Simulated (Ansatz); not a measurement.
`[F][SnH]([Cl])[Br]` + H₂ → `[Cl][SnH2][Br]` + H–F at 400 K and 1 bar (hydrogenolysis of the Sn–F bond).

Calculated with Ansatz (gas phase, PBE0-D4/def2-TZVP geometries, no zero-point term in ΔE). CBS: MP2 limit from def2 TZ/QZ plus the TZ coupled-cluster correction, frozen cores. This one scheme is used for every species. Elements past krypton have def2 core potentials. For Br, Sn outer-core shells are correlated without core-valence functions, which leaves a few kJ/mol of doubt a bond. Scalar relativity is left out up to krypton.

| species | CCSD(T)/CBS energy (Eh) | H − E (kJ/mol) | S (J/(mol·K)) |
| --- | --- | --- | --- |
| `[F][SnH]([Cl])[Br]` | -3347.63611 | 56.3 | 381.0 |
| H₂ | -1.17544 | 38.0 | 139.0 |
| `[Cl][SnH2][Br]` | -3248.40375 | 65.4 | 354.7 |
| H–F | -100.39570 | 36.5 | 182.2 |

H − E and S are ideal-gas, rigid-rotor, harmonic terms from PBE0-D4/def2-TZVP, for one conformer and one mirror image of each species. The MP2-based limit puts H₂ 0.8 mEh under its directly extrapolated value; such offsets cancel only in part. 1 Eh = 2625.50 kJ/mol, R = 8.31446 J/(mol·K).

Q: By hand: ΔE, ΔH, ΔS and ΔG.

A: ΔE = (-3248.40375) + (-100.39570) − (-3347.63611) − (-1.17544) = 0.01210 Eh = 31.8 kJ/mol. Δ(H − E) = 65.4 + 36.5 − 56.3 − 38.0 = 7.6, so ΔH = 39.4 kJ/mol. ΔS = 354.7 + 182.2 − 381.0 − 139.0 = 16.9 J/(mol·K). ΔG = 39.4 − 400 × (16.9)/1000 = 32.6 kJ/mol.

Q: By hand: the equilibrium constant, and the temperature at which ΔG would vanish if ΔH and ΔS stayed fixed.

A: log₁₀ K = −ΔG/(RT ln 10) = -4.3. ΔG = 0 at ΔH/ΔS = 2331 K, though so small a ΔS makes that figure unsure.

ΔH outweighs TΔS. A doubt of 5 kJ/mol in ΔE shifts log₁₀ K by 0.7 here. Other conformers and mirror images would add mixing entropy, several J/(mol·K) or more a flexible species. These are equilibria of isolated gas molecules and say nothing of rates. Largest T1 diagnostic: 0.011 (customary marks: 0.02 for closed shells, 0.045 for open ones).
